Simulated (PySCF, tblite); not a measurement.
Compound: C3H12Si4.
Numbering: `[CH2:1]1[CH2:2][C:3]12[SiH2:4][SiH2:5][SiH2:6][SiH2:7]2` (hydrogens: H8, H9 on C1; H10, H11 on C2; H12, H13 on Si4; H14, H15 on Si5; H16, H17 on Si6; H18, H19 on Si7)

Geometry (GFN2-xTB, Å), atoms numbered from 1 in this order:
```
atom  x, y, z in Å
C1    -2.394   -0.004   -0.141
C2    -1.705    0.546    1.056
C3    -0.890   -0.016   -0.083
Si4   -0.033   -1.683    0.252
Si5    2.197   -1.095    0.538
Si6    2.251    1.017   -0.460
Si7    0.044    1.260   -1.144
H8    -2.924   -0.941   -0.040
H9    -2.881    0.689   -0.814
H10   -1.763   -0.012    1.981
H11   -1.720    1.617    1.207
H12   -0.275   -2.545   -0.916
H13   -0.729   -2.342    1.366
H14    2.616   -1.100    1.947
H15    3.101   -2.071   -0.086
H16    2.695    2.092    0.440
H17    3.185    1.117   -1.590
H18   -0.183    0.910   -2.555
H19   -0.602    2.568   -0.965
```

Theory: PBE0/pcSseg-1 in PySCF (dipole) on a GFN2-xTB geometry, gas phase.

Masses are those of the commonest isotopes; rigid-rotor values at the optimised geometry. The values belong to one conformer with, in the numbering `[CH2:1]1[CH2:2][C:3]12[SiH2:4][SiH2:5][SiH2:6][SiH2:7]2`, C1–C2–C3–Si4 -108°, C2–C3–Si4–Si5 -105°, C3–Si4–Si5–Si6 -19°, Si4–Si5–Si6–Si7 0°.

Q: What are A, B and C (cm⁻¹)?

A: Ia = 311.48, Ib = 470.73, Ic = 685.10 u·Å²; 505379 MHz·u·Å²/I gives 1623, 1074 and 737.7 MHz, that is A = 0.05412, B = 0.03581, C = 0.02461 cm⁻¹.

Q: What kind of rotor is it?

A: An asymmetric top. Ray's parameter κ = (2B − A − C)/(A − C) = -0.241; −1 is the prolate and +1 the oblate limit.

Q: What does the inertial defect say?

A: Not planar: Δ = Ic − Ia − Ib = -97.11 u·Å². For a rigid frame Δ = −2 Σ m c², so Σ m c² = 48.56 u·Å² lies off the ab plane: 19.50 from hydrogen and 29.05 from heavier atoms. The atom farthest from that plane is 1.85 Å away.

Q: Which types of transition are allowed, and where do some lines up to J = 3 fall?

A: The dipole components are |μa| = 0.53 D, |μb| = 0.00 D, |μc| = 0.48 D; the mirror of this Cs structure is the ac plane, so μb vanishes by symmetry and there are no b-type lines. The squared components, which scale the intensities, stand as 1.00 : 0.82 (a : c). Some lines, for components of 0.1 D or more:

```tsv
type	branch	J(Ka,Kc)	MHz	lower level (cm⁻¹)
c	Q	2(1,2) ← 2(0,2)	327	0.177
a	Q	1(1,0) ← 1(1,1)	336	0.079
a	Q	3(2,1) ← 3(2,2)	502	0.458
c	Q	1(1,1) ← 1(0,1)	549	0.060
a	Q	2(1,1) ← 2(1,2)	1008	0.188
c	Q	3(2,2) ← 3(1,2)	1231	0.417
c	Q	2(2,1) ← 2(1,1)	1647	0.222
a	Q	3(1,2) ← 3(1,3)	1990	0.351
c	R	1(1,0) ← 0(0,0)	2696	0.000
c	Q	3(3,1) ← 3(2,1)	3144	0.475
a	R	2(1,2) ← 1(1,1)	3287	0.079
a	R	2(0,2) ← 1(0,1)	3509	0.060
a	R	2(1,1) ← 1(1,0)	3959	0.090
c	R	2(1,1) ← 1(0,1)	4843	0.060
a	R	3(1,3) ← 2(1,2)	4868	0.188
a	R	3(2,2) ← 2(2,1)	5434	0.277
a	R	3(2,1) ← 2(2,0)	5823	0.281
a	R	3(1,2) ← 2(1,1)	5850	0.222
c	R	2(2,1) ← 1(1,1)	5941	0.079
c	R	3(2,1) ← 2(1,1)	7583	0.222
c	R	3(3,0) ← 2(2,0)	8992	0.281
c	R	3(3,1) ← 2(2,1)	9080	0.277
```

Its GFN2-xTB frequencies are all real (lowest 46 cm⁻¹). Zero-point vibration and centrifugal distortion are left out.
